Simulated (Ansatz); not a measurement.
Ansatz (a first-principles code) input:

Ansatz 0.2 input:
```yaml
crystal:
  periodic: [false, false, false]
  atoms:
    - {symbol: Si, position_ang: [-0.00000000, -0.00000000, -0.52250080]}
    - {symbol: N, position_ang: [0.00000000, 0.00000000, 1.04500159]}
basis:
  gaussian:
    orbitals: def2-TZVPD
hamiltonian:
  xc: {name: r2SCAN0}
magnetization: {spin_polarized: true, initial_magnetization: 1}
output: {forces: true}
```

**Question.** Which total energy does the run end on?

**Answer.** -344.07088 Eh (r2SCAN0/def2-TZVPD). The basis has 80 functions.
